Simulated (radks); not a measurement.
Values are calculated unless marked as measured or tabulated.
Polarisability of the silver ion Ag+, [Kr] 4d10, at imaginary frequency. Level of theory: non-relativistic Kohn-Sham, LB94 model potential, spin-polarised, spherical densities, point nucleus; relativity is left out, which matters for an element this heavy (a radial shooting solver on a logarithmic mesh with Libxc functionals). Response by self-consistent Sternheimer equations with the Hartree and adiabatic LDA kernel.

w (hartree)  alpha1(iw) (bohr^3)  alpha2(iw) (bohr^5)
0.00266                    8.890                48.68
0.0143                     8.886                48.58
0.0360                     8.863                48.04
0.0697                     8.787                46.42
0.118                      8.605                42.98
0.186                      8.237                37.62
0.280                      7.606                31.32
0.413                      6.690                25.28
0.605                      5.552                19.89
0.892                      4.294                14.99
1.35                       3.016                10.42
2.12                       1.833                6.358
3.59                      0.8937                3.152
6.94                      0.3167                1.099
17.5                     0.07091               0.2021

Static values: alpha1 = 8.890 bohr^3 (1.317 angstrom^3; uncoupled 13.85), alpha2 = 48.69 bohr^5, alpha3 = 290.7 bohr^7. C6 = 52.40, C8 = 1067, triple-dipole C9 = 316.4 atomic units. One-pole (London) frequency 4 C6 / (3 alpha1^2) = 0.884 hartree, against 0.849 for minus the highest occupied eigenvalue.
